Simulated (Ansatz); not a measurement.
Relaxation of FGeH6O2Si (11 atoms, charge 0, multiplicity 2), to a largest force component of 0.03 eV/Å in at most 50 steps.

Level of theory: UKS PBE/def2-SVP in Ansatz.

```xyz
11
Properties=species:S:1:pos:R:3
Ge -0.147 0.008 -0.277
H 0.061 0.070 2.467
F 1.475 -0.161 -0.966
O -0.819 1.445 -1.128
H -1.794 1.452 -1.036
O -1.167 -1.385 -0.820
H -0.901 -2.216 -0.376
Si 0.040 0.034 3.947
H -0.716 -1.186 4.394
H 1.449 -0.025 4.467
H -0.645 1.268 4.463
```

Where does it end, and by what steps?

It converged. The force dipped under the threshold on the way, but the program's further checks kept it going. After 6 steps the energy has fallen by 0.018 eV; H7 moved furthest, 0.32 Å.

```csv
step,energy less start (eV),largest force component (eV/Å),accepted
0,0.0000,0.609,yes
1,-0.0158,0.122,yes
2,-0.0172,0.030,yes
3,-0.0176,0.030,yes
4,-0.0179,0.039,yes
5,-0.0181,0.023,yes
6,-0.0183,0.017,yes
```

```xyz
11
Properties=species:S:1:pos:R:3
Ge -0.218 -0.021 -0.381
H 0.055 0.087 2.617
F 1.431 -0.215 -0.993
O -0.826 1.439 -1.241
H -1.801 1.479 -1.176
O -1.223 -1.400 -0.989
H -0.858 -2.256 -0.685
Si 0.069 0.056 4.127
H -0.671 -1.165 4.595
H 1.490 0.008 4.611
H -0.611 1.291 4.649
```

Whether the end is a true minimum wasn't checked by a vibrational analysis.

Time of the run: 15 s on 4 threads of Arm Neoverse V2, on a shared host, peak memory 0.21 GiB.
